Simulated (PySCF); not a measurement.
# Ta: ionisation energy

Ta [Xe] 4f14 5d3 6s2 (4F) → Ta⁺ [Xe] 4f14 5d3 6s1 (5F), as a difference of total energies. All numbers are calculated (PySCF 2.14, a scalar-relativistic core potential, in aug-cc-pVTZ-PP with ECP60MDF (6s6p5d3f2g, 88 functions)). Correlated levels: valence: 5s2 5p6 frozen. The calculations carry no spin-orbit coupling.

| method | ionisation energy (eV) |
| --- | --- |
| UHF | 5.739 |
| LDA | 7.621 |
| PBE | 7.226 |
| PBE0 | 7.045 |
| r2SCAN | 6.830 |
| TPSS | 7.094 |
| TPSSh | 7.050 |
| LC-wPBE | 6.807 |
| HSE06 | 7.072 |
| MP2 (valence) | 6.950 |
| SCS-MP2 (valence) | 7.194 |

Task: How much does correlation contribute at MP2 (valence)?

Result: 6.950 − (5.739) = 1.211 eV, measured against UHF.

Errors of the correlated levels include the incompleteness of this basis and the frozen core.

MP2 underrates the near-degeneracy of ns² with np² in the lower species.

For comparison: 7.573 eV (measured; NIST levels, between the centres of gravity of the two terms).
